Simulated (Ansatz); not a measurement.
Geometry optimisation, Ansatz, RKS B3LYP/cc-pVDZ.

Input:

```yaml
crystal:
  periodic: [false, false, false]
  atoms:
    - { symbol: B, position_ang: [-0.208375, -1.892647, 0.37414] }
    - { symbol: F, position_ang: [0.782274, -1.236816, 1.049182] }
    - { symbol: F, position_ang: [0.10973, -2.655607, -0.65891] }
    - { symbol: F, position_ang: [-1.444667, -1.859075, 0.84426] }
    - { symbol: H, position_ang: [-0.170399, 0.682954, -0.582382] }
    - { symbol: "N", position_ang: [-0.735789, 0.313716, -1.349424] }
    - { symbol: H, position_ang: [1.099956, 0.920814, 1.111133] }
    - { symbol: "N", position_ang: [1.030944, 1.929046, 0.969387] }
    - { symbol: H, position_ang: [-1.602953, -0.066705, -0.973334] }
    - { symbol: H, position_ang: [-0.226529, -0.432022, -1.820567] }
    - { symbol: H, position_ang: [0.041436, 2.174189, 1.0259] }
    - { symbol: H, position_ang: [1.324273, 2.122051, 0.010614] }
basis:
  gaussian: { orbitals: cc-pVDZ }
hamiltonian:
  xc: b3lyp
relax:
  f_tol: 0.03
  max_steps: 50
```

Launched with:

```bash
$ ansatz run input.yaml --threads 2 --pin off --max-ram 3072MiB --backend cpu --events-out ev --progress --plain --runs-dir out
```

Question: Where does it end, and by what steps?

Answer: The forces met the threshold. The force dipped under the threshold on the way, but the program's further checks kept it going. After 11 steps the energy has fallen by 0.043 eV; F4 moved furthest, 0.24 Å.

| step | energy less start (eV) | largest force component (eV/Å) | accepted |
| --- | --- | --- | --- |
| 0 | 0.0000 | 0.947 | yes |
| 1 | -0.0206 | 0.593 | yes |
| 2 | 0.0086 | 0.828 | no |
| 3 | -0.0358 | 0.277 | yes |
| 4 | -0.0351 | 0.174 | no |
| 5 | -0.0392 | 0.131 | yes |
| 6 | -0.0417 | 0.012 | yes |
| 7 | -0.0419 | 0.049 | yes |
| 8 | -0.0423 | 0.062 | yes |
| 9 | -0.0428 | 0.004 | yes |
| 10 | -0.0430 | 0.060 | yes |
| 11 | -0.0432 | 0.027 | yes |

```xyz
12
Properties=species:S:1:pos:R:3
B -0.234 -1.935 0.343
F 0.605 -1.244 1.111
F 0.238 -2.630 -0.685
F -1.511 -2.035 0.689
H -0.216 0.612 -0.582
N -0.805 0.262 -1.338
H 1.187 1.048 1.186
N 1.140 2.050 0.994
H -1.658 -0.128 -0.941
H -0.308 -0.476 -1.835
H 0.151 2.305 1.042
H 1.412 2.171 0.016
```

Whether the end is a true minimum wasn't checked by a vibrational analysis.

Time of the run: 32 s on 2 threads of Arm Neoverse V2 (shared host), peak memory 0.25 GiB.
